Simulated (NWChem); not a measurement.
The numbers come from NWChem runs, not from measurements. System: H₄AsSi, charge 0, spin multiplicity 2, at a geometry optimised with UPBE0/def2-SVP. The structure started from a generated list of species. Its SCF solution wasn't tested for a lower state. Level: B3LYP/x2c-SVPall-2c, spin-orbit ZORA, VWN1-RPA local correlation.

Part of the output:

```
             Northwest Computational Chemistry Package (NWChem) 7.3.0
             --------------------------------------------------------

                                NWChem Input Module
                                -------------------

 Scaling coordinates for geometry "geometry" by  1.889725989
 (inverse scale =  0.529177249)

                             Geometry "geometry" -> ""
                             -------------------------

 Output coordinates in angstroms (scale by  1.889725989 to convert to a.u.)

  No.       Tag          Charge          X              Y              Z
 ---- ---------------- ---------- -------------- -------------- --------------
    1 Si                  14.0000    -1.44153800    -0.56465000     0.04479500
    2 As                  33.0000     0.74550900     0.34053700    -0.02576400
    3 H                    1.0000    -1.64891300    -1.35497300     1.29850200
    4 H                    1.0000    -2.43289500     0.55227100     0.00814600
    5 H                    1.0000    -1.68056600    -1.46188000    -1.12891100
    6 H                    1.0000     1.34211100    -1.06803000     0.04535800

 Effective nuclear repulsion energy (a.u.)     149.5656865938

            Nuclear Dipole moment (a.u.)
            ----------------------------
        X                 Y               Z
 ---------------- ---------------- ----------------
     0.0000037795     0.0000170075     0.0000245664


 Summary of "ao basis" -> "" (spherical)
 ------------------------------------------------------------------------------
       Tag                 Description            Shells   Functions and Types
 ---------------- ------------------------------  ------  ---------------------
 *                       x2c-svpall-2c                on all atoms

                                 NWChem DFT Module
                                 -----------------

 Summary of "ao basis" -> "ao basis" (spherical)
 ------------------------------------------------------------------------------
       Tag                 Description            Shells   Functions and Types
 ---------------- ------------------------------  ------  ---------------------
 Si                      x2c-svpall-2c               9       21   4s4p1d
 As                      x2c-svpall-2c              14       38   5s6p3d
 H                       x2c-svpall-2c               3        5   2s1p

 Summary of "ao basis" -> "ao basis" (spherical)
 ------------------------------------------------------------------------------
       Tag                 Description            Shells   Functions and Types
 ---------------- ------------------------------  ------  ---------------------
 Si                      x2c-svpall-2c               9       21   4s4p1d
 As                      x2c-svpall-2c              14       38   5s6p3d
 H                       x2c-svpall-2c               3        5   2s1p

            General Information
            -------------------
          SCF calculation type: DFT
          Wavefunction type:  spin polarized.
          No. of atoms     :     6
          No. of electrons :    51
           Alpha electrons :    26
            Beta electrons :    25
          Charge           :     0
          Spin multiplicity:     2
          Use of symmetry is: off; symmetry adaption is: off
          Maximum number of iterations: 100
          AO basis - number of functions:    79
                     number of shells:    35
          Convergence on energy requested:  1.00D-06
          Convergence on density requested:  1.00D-05
          Convergence on gradient requested:  5.00D-04

              XC Information
              --------------
                         B3LYP Method XC Potential
                     Hartree-Fock (Exact) Exchange  0.200
                        Slater Exchange Functional  0.800 local
                    Becke 1988 Exchange Functional  0.720 non-local
              Lee-Yang-Parr Correlation Functional  0.810
                  VWN I RPA Correlation Functional  0.190 local

             Grid Information
             ----------------
          Grid used for XC integration:  fine
          Radial quadrature: Mura-Knowles
[...]
                       DFT Final Molecular Orbital Analysis
                       ------------------------------------

 Vector   49  Occ=1.000000D+00  E=-2.832312D-01
              MO Center=  2.1D-01,  9.0D-02, -6.8D-03, r^2= 3.3D+00
  Bfn.         Coefficient        Function           Bfn.         Coefficient        Function
  ----     -------------------  ------------         ----     -------------------  ------------
    36     0.283721   0.003623  2 As px                39     0.275477   0.000016  2 As px
    37     0.260196   0.010986  2 As py                40     0.259652   0.013617  2 As py
    25     0.241708   0.014046  2 As s                 26     0.221832   0.014826  2 As s
    11    -0.219321   0.000516  1 Si px                14    -0.206281  -0.000732  1 Si px
    30    -0.165277   0.003684  2 As px                24    -0.157885  -0.009286  2 As s

 Vector   50  Occ=1.000000D+00  E=-2.738572D-01
              MO Center=  6.7D-04,  2.5D-04, -7.1D-06, r^2= 3.2D-03
  Bfn.         Coefficient        Function           Bfn.         Coefficient        Function
  ----     -------------------  ------------         ----     -------------------  ------------
   115     0.259318  -0.077680  2 As px               104     0.248356  -0.085651  2 As s
   118     0.251211  -0.071677  2 As px               116     0.247748  -0.080337  2 As py
   119     0.246470  -0.082830  2 As py               105     0.228572  -0.080233  2 As s
    90    -0.213455   0.059639  1 Si px                93    -0.205922   0.058746  1 Si px
   103    -0.163632   0.056446  2 As s                109    -0.152382   0.039228  2 As px

 Vector   51  Occ=1.000000D+00  E=-2.379624D-01
              MO Center=  4.4D-07, -2.5D-07,  4.2D-07, r^2= 3.4D-05
  Bfn.         Coefficient        Function           Bfn.         Coefficient        Function
  ----     -------------------  ------------         ----     -------------------  ------------
    41     0.001349  -0.610747  2 As pz                38     0.001060  -0.476583  2 As pz
    32    -0.000610   0.275787  2 As pz                29     0.000242  -0.114037  2 As pz
    71     0.000064  -0.109353  5 H  s                 61    -0.000468   0.107953  3 H  s
    70    -0.000012  -0.102972  5 H  s                 60    -0.000488   0.101583  3 H  s
    20    -0.000105   0.045525  1 Si d  1              18     0.000093  -0.040978  1 Si d -1

 Vector   52  Occ=0.000000D+00  E=-1.316183D-01
              MO Center= -7.6D-04, -3.1D-04,  2.4D-05, r^2= 3.7D-03
  Bfn.         Coefficient        Function           Bfn.         Coefficient        Function
  ----     -------------------  ------------         ----     -------------------  ------------
   120    -0.593423  -0.231870  2 As pz               117    -0.393956  -0.153931  2 As pz
   111     0.235275   0.091930  2 As pz               150    -0.145115  -0.056849  5 H  s
   140     0.143437   0.055852  3 H  s                 95    -0.124478  -0.048628  1 Si pz
   108    -0.101029  -0.039477  2 As pz               149    -0.086107  -0.033788  5 H  s
   139     0.085101   0.033097  3 H  s                 99     0.052819   0.020629  1 Si d  1

 Vector   53  Occ=0.000000D+00  E= 9.896842D-03
              MO Center= -2.8D-01, -2.1D-01,  1.5D-02, r^2= 4.8D+00
  Bfn.         Coefficient        Function           Bfn.         Coefficient        Function
  ----     -------------------  ------------         ----     -------------------  ------------
    39    -0.957543   0.001597  2 As px                14    -0.883216   0.072598  1 Si px
     4    -0.570804   0.042643  1 Si s                  3    -0.472893  -0.014460  1 Si s
    76     0.345681   0.152303  6 H  s                 26     0.302010  -0.115656  2 As s
    36    -0.276813  -0.002918  2 As px                11    -0.212236   0.006769  1 Si px
     2     0.212165   0.000393  1 Si s                 15    -0.200833   0.036601  1 Si py

 Vector   54  Occ=0.000000D+00  E= 1.462647D-02
              MO Center=  1.5D-06, -4.6D-05,  1.6D-05, r^2= 8.4D-04
  Bfn.         Coefficient        Function           Bfn.         Coefficient        Function
  ----     -------------------  ------------         ----     -------------------  ------------
   118     0.517774  -0.813596  2 As px                93     0.530074  -0.712213  1 Si px
    83     0.312652  -0.430117  1 Si s                 82     0.234433  -0.399073  1 Si s
   155    -0.100435   0.405433  6 H  s                105    -0.228265   0.171887  2 As s
   115     0.148292  -0.238078  2 As px                81    -0.108351   0.173437  1 Si s
    90     0.113723  -0.168952  1 Si px               104    -0.135010   0.129203  2 As s

   alpha - beta orbital overlaps
   -----------------------------

   alpha      1      2      3      4      5      6      7      8      9     10
    beta      1      2      3      2      5      6      7      5      6      7
 overlap   1.080  1.193  0.390  0.092  0.964  0.963  0.963  0.015  0.016  0.016

   alpha     11     12     13     14     15     16     17     18     19     20
    beta     11     65     60     36     65     60     65     70     12     70
 overlap   0.090  0.089  0.096  0.074  0.069  0.073  0.022  0.020  0.016  0.003

   alpha     21     22     23     24     25     26     27     28     29     30
    beta     36     22     23     24     25     25     27     28     29     30
 overlap   0.011  1.134  1.366  1.503  0.702  0.276  0.690  0.690  0.682  1.186

   alpha     31     32     33     34     35     36     37     38     39     40
    beta     31     32     27     28     29     36     37     32     36     37
 overlap   1.186  1.140  0.195  0.195  0.196  0.141  0.140  0.023  0.126  0.120

   alpha     41     42     43     44     45     46     47     48     49     50
    beta     70     27     28     29     45     46     47     48     49     45
 overlap   0.012  0.012  0.012  0.013  0.706  0.705  0.705  0.705  0.706  0.235

   alpha     51     52     53     54     55     56     57     58     59     60
    beta     46     47     48     49     45     46     47     48     49     60
 overlap   0.236  0.236  0.236  0.235  0.027  0.030  0.029  0.030  0.027  0.186

   alpha     61     62     63     64     65     66     67     68     69     70
    beta     60     36      3      3     65     65      3     65     60     70
 overlap   0.092  0.002  0.005  0.008  0.190  0.094  0.007  0.007  0.002  0.186

   alpha     71     72     73     74     75     76     77     78     79
    beta     70     36      3      3     75     75     37     75     46
 overlap   0.092  0.002  0.006  0.007  0.184  0.100  0.004  0.009  0.001

     --------------------------
     Expectation value of S2:
     --------------------------
      <S2> =      0.7540 (Exact =     0.7500)

     Multipole analysis of the density
     ---------------------------------

     L   x y z        total         alpha         beta         nuclear
     -   - - -        -----         -----         ----         -------
     0   0 0 0     -0.000000    -25.998713    -25.001287     51.000000

     1   1 0 0     -0.021330     -0.613939      0.592606      0.000004
     1   0 1 0     -0.103633     -0.301234      0.197584      0.000017
     1   0 0 1      0.006026      0.023038     -0.017037      0.000025

     2   2 0 0    -25.852201   -122.998676   -119.605568    216.752043
     2   1 1 0     -0.614477    -39.616936    -38.444321     77.446780
     2   1 0 1      0.038166      3.149524      3.104874     -6.216233
     2   0 2 0    -25.714721    -38.265824    -36.405371     48.956473
     2   0 1 1      0.026761      1.369724      1.502051     -2.845014
     2   0 0 2    -25.328799    -20.254955    -15.832276     10.758432

 Task  times  cpu:       26.5s     wall:       26.5s

 Total times  cpu:       26.5s     wall:       26.5s
```

**Question.** Write an NWChem input that would produce this output.

**Answer.** One answer among several that fit: 
```
start mol
memory heap 200 mb stack 900 mb global 1100 mb
geometry units angstroms nocenter noautoz noautosym
  Si    -1.441538    -0.564650     0.044795
  As     0.745509     0.340537    -0.025764
  H     -1.648913    -1.354973     1.298502
  H     -2.432895     0.552271     0.008146
  H     -1.680566    -1.461880    -1.128911
  H      1.342111    -1.068030     0.045358
end
basis spherical
  * library x2c-svpall-2c
end
relativistic
  zora on
end
dft
  xc b3lyp
  odft
  mult 2
  semidirect memsize 60000000 filesize 0
  iterations 100
  grid fine
end
task sodft energy
```
